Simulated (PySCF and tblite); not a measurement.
C5H6O4, numbered as in [O:1]=[C:2]1[CH2:3][C@:4]2([CH2:5][O:6][CH2:7][O:8]2)[O:9]1. Free energies: PBE0-D3(BJ)/pcSseg-1 on GFN2-xTB structures plus GFN2-xTB thermal terms, symmetry and mirror images included. Conformers within 2.5 kcal/mol (GFN2-xTB free energy) were kept, 4 at most. GIAO shieldings: PBE0/pcSseg-1. Shifts are against TMS (¹H), TMS (¹³C) at the same level; of two unlike H on one atom, a is the less shielded. Run with PySCF (density fitting) and tblite.

The 5-ring runs over atoms 4–5–6–7–8. The 4-ring runs over atoms 2–3–4–9.

Two conformers hold nearly all the population. I: 5-ring between envelope and twist (ring torsions -30, 23, -5, -13, 27°); 4-ring flat; δ(H7b) = 5.90 ppm. II: 5-ring envelope (ring torsions 24, -37, 35, -19, -4°); 4-ring flat; δ(H7b) = 5.25 ppm. The average over the ensemble at 298.15 K is 5.47 ppm.

(1) What populations and free-energy difference follow from a two-state model?

Answers

(1) p(I) = (5.47 − 5.25)/(5.90 − 5.25) = 0.34, so K = p(II)/p(I) = 1.95 and G(II) − G(I) = −RT ln K = -0.40 kcal/mol. The weights computed directly are 33.2 % and 66.8 %.


Conformer gaps in pcSseg-1 on xTB geometries can be 2 kcal/mol off for S=O, P=O and other polar bonds.